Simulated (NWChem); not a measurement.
All runs are NWChem calculations. System: H₄N₂Si, charge 0, spin multiplicity 1, at a geometry optimised with B3LYP/def2-SVP. The structure started from a generated list of species. Level: G0W0@PBE0/def2-TZVPP, RI basis def2-tzvpp-rifit.

Job file:

```
start mol
memory heap 200 mb stack 700 mb global 1700 mb
geometry units angstroms nocenter noautoz
  Si     0.000000     0.000000     0.668612
  N      1.330236     0.000000    -0.444891
  H      1.298763     0.000000    -1.462847
  H      2.286305     0.000000    -0.103203
  N     -1.330236     0.000000    -0.444891
  H     -2.286305     0.000000    -0.103203
  H     -1.298763     0.000000    -1.462847
  symmetry group C2v
end
basis spherical
  * library def2-tzvpp
end
basis "ri basis" bse spherical
  * library def2-tzvpp-rifit
end
dft
  xc pbe0
  iterations 100
  direct
  tolerances tight
end
task dft energy
gw
  method cdgw
  states alpha occ 4 vir 2
end
task dft gw
```

NWChem printed:

```
             Northwest Computational Chemistry Package (NWChem) 7.3.0
             --------------------------------------------------------

                                NWChem Input Module
                                -------------------

 Scaling coordinates for geometry "geometry" by  1.889725989
 (inverse scale =  0.529177249)

 Turning off AUTOSYM since
 SYMMETRY directive was detected!

                             Geometry "geometry" -> ""
                             -------------------------

 Output coordinates in angstroms (scale by  1.889725989 to convert to a.u.)

  No.       Tag          Charge          X              Y              Z
 ---- ---------------- ---------- -------------- -------------- --------------
    1 Si                  14.0000     0.00000000     0.00000000     0.66861200
    2 N                    7.0000     1.33023600     0.00000000    -0.44489100
    3 H                    1.0000     1.29876300     0.00000000    -1.46284700
    4 H                    1.0000     2.28630500     0.00000000    -0.10320300
    5 N                    7.0000    -1.33023600     0.00000000    -0.44489100
    6 H                    1.0000    -2.28630500     0.00000000    -0.10320300
    7 H                    1.0000    -1.29876300     0.00000000    -1.46284700

 Effective nuclear repulsion energy (a.u.)     102.0749903589

            Nuclear Dipole moment (a.u.)
            ----------------------------
        X                 Y               Z
 ---------------- ---------------- ----------------
    -0.0000000000     0.0000000000    -0.0000113384

      Symmetry information
      --------------------

 Group name             C2v
 Group number             16
 Group order               4
 No. of unique centers     4

      Symmetry unique atoms

     1    2    3    4


 Summary of "ao basis" -> "" (spherical)
 ------------------------------------------------------------------------------
       Tag                 Description            Shells   Functions and Types
 ---------------- ------------------------------  ------  ---------------------
 *                         def2-tzvpp                 on all atoms

 new library libraries.bse/

 Summary of "ri basis" -> "" (spherical)
 ------------------------------------------------------------------------------
       Tag                 Description            Shells   Functions and Types
 ---------------- ------------------------------  ------  ---------------------
 *                      def2-tzvpp-rifit              on all atoms

                                 NWChem DFT Module
                                 -----------------

 Summary of "ao basis" -> "ao basis" (spherical)
 ------------------------------------------------------------------------------
       Tag                 Description            Shells   Functions and Types
 ---------------- ------------------------------  ------  ---------------------
 Si                        def2-tzvpp               14       42   5s5p3d1f
 N                         def2-tzvpp               11       31   5s3p2d1f
 H                         def2-tzvpp                6       14   3s2p1d

 Summary of "ao basis" -> "ao basis" (spherical)
 ------------------------------------------------------------------------------
       Tag                 Description            Shells   Functions and Types
 ---------------- ------------------------------  ------  ---------------------
 Si                        def2-tzvpp               14       42   5s5p3d1f
[...]
   Bfn.  Coefficient  Atom+Function         Bfn.  Coefficient  Atom+Function
  ----- ------------  ---------------      ----- ------------  ---------------
     5      0.540585  1 Si s                  4      0.410269  1 Si s
    17      0.308111  1 Si pz                 3     -0.248365  1 Si s
    20      0.191797  1 Si pz                47     -0.149190  2 N  s
   106     -0.149190  5 N  s                 14      0.124101  1 Si pz
     8     -0.123075  1 Si pz                76      0.105650  3 H  s

 Vector   17  Occ=0.000000D+00  E=-1.259401D-02  Symmetry=b2
              MO Center=  8.5D-15,  8.2D-15,  7.1D-01, r^2= 3.3D+00
   Bfn.  Coefficient  Atom+Function         Bfn.  Coefficient  Atom+Function
  ----- ------------  ---------------      ----- ------------  ---------------
    19      0.681122  1 Si py                16      0.441439  1 Si py
    55     -0.267299  2 N  py               114     -0.267299  5 N  py
    49     -0.160529  2 N  py               108     -0.160529  5 N  py
     7     -0.140661  1 Si py                13      0.136349  1 Si py
    52     -0.123329  2 N  py               111     -0.123329  5 N  py

 Vector   18  Occ=0.000000D+00  E= 2.823489D-02  Symmetry=b1
              MO Center=  3.2D-14, -7.0D-16,  5.1D-01, r^2= 6.8D+00
   Bfn.  Coefficient  Atom+Function         Bfn.  Coefficient  Atom+Function
  ----- ------------  ---------------      ----- ------------  ---------------
    47      1.382090  2 N  s                106     -1.382090  5 N  s
    18     -1.054019  1 Si px                90     -0.459026  4 H  s
   135      0.459026  6 H  s                 76     -0.451152  3 H  s
   149      0.451152  7 H  s                 15     -0.446265  1 Si px
    46      0.175845  2 N  s                105     -0.175845  5 N  s

 Vector   19  Occ=0.000000D+00  E= 3.564673D-02  Symmetry=a1
              MO Center=  1.8D-14,  2.7D-15, -1.2D+00, r^2= 6.7D+00
   Bfn.  Coefficient  Atom+Function         Bfn.  Coefficient  Atom+Function
  ----- ------------  ---------------      ----- ------------  ---------------
    47      1.468683  2 N  s                106      1.468683  5 N  s
    76     -1.005724  3 H  s                149     -1.005724  7 H  s
    90     -0.584551  4 H  s                135     -0.584551  6 H  s
    20      0.458669  1 Si pz                 5     -0.368855  1 Si s
    56     -0.363449  2 N  pz               115     -0.363449  5 N  pz

 center of mass
 --------------
 x =   0.00000000 y =   0.00000000 z =   0.09727941

 moments of inertia (a.u.)
 ------------------
          79.369852794707           0.000000000000          -0.000000000000
           0.000000000000         306.110293250107           0.000000000000
          -0.000000000000           0.000000000000         226.740440455401

     Multipole analysis of the density
     ---------------------------------

     L   x y z        total         alpha         beta         nuclear
     -   - - -        -----         -----         ----         -------
     0   0 0 0     -0.000000    -16.000000    -16.000000     32.000000

     1   1 0 0      0.000000      0.000000      0.000000     -0.000000
     1   0 1 0     -0.000000     -0.000000     -0.000000      0.000000
     1   0 0 1     -0.849122     -0.424555     -0.424555     -0.000011

     2   2 0 0    -14.607454    -76.227663    -76.227663    137.847872
     2   1 1 0      0.000000      0.000000      0.000000      0.000000
     2   1 0 1      0.000000      0.000000      0.000000     -0.000000
     2   0 2 0    -20.956872    -10.478436    -10.478436      0.000000
     2   0 1 1      0.000000      0.000000      0.000000      0.000000
     2   0 0 2    -19.141837    -33.373356    -33.373356     47.604875

 Task  times  cpu:        8.3s     wall:        8.3s

                                NWChem Input Module
                                -------------------

                                 NWChem GW Module
                                 ----------------

                             ***********************
                             ***        GW       ***
                             ***********************

 Summary of "ri basis" -> "ri basis" (spherical)
 ------------------------------------------------------------------------------
       Tag                 Description            Shells   Functions and Types
 ---------------- ------------------------------  ------  ---------------------
 Si                     def2-tzvpp-rifit            33      123   11s8p7d5f2g
 N                      def2-tzvpp-rifit            22       76   8s6p4d3f1g
 H                      def2-tzvpp-rifit            10       30   4s3p2d1f

                 Memory Information
                 ------------------
          Available GA per process is          1699.8 MBs
          Available stack per process is        700.0 MBs
          Available heap per process is           0.0 MBs

          Peak memory in Initialization
              Peak GA per process is                 10.1 MBs
              Peak stack per process is               0.3 MBs
              Peak heap per process is               10.5 MBs
              Memory not in MA per process            0.0 MBs

          Peak memory in CDGW Calculation
              Peak GA per process is                 12.6 MBs
              Peak stack per process is               2.4 MBs
              Peak heap per process is                3.0 MBs
              Memory not in MA per process            0.0 MBs

          Computing 2-center integrals
          Computing Inverse Cholesky factor
          Computing 3-center integrals
          Computing Vxc

          Computing Sigma_x
          Computing W(iw) on the imaginary grid
          Solving quasiparticle equations

                  Alpha Orbitals
          State     Energy (eV)     Error (eV)
          -----------------------------------
@GW        13        -13.411           0.002
@GW        14        -10.502           0.004
@GW        15         -9.262           0.002
@GW        16         -8.599           0.005
@GW        17          1.633           0.002
@GW        18          2.498           0.004

     GW Timing Statistics
   ------------------------
   Init.   :          0.1s
     ERIs  :          1.1s
     Distr.:          0.0s
     Vxc   :          1.0s
   Vmo     :          0.0s
   iW      :          1.8s
   I_n     :          0.0s
   R_n     :          0.1s
   GW total:          4.1s

 Task  times  cpu:        4.1s     wall:        4.1s

 Total times  cpu:       12.3s     wall:       12.3s
```
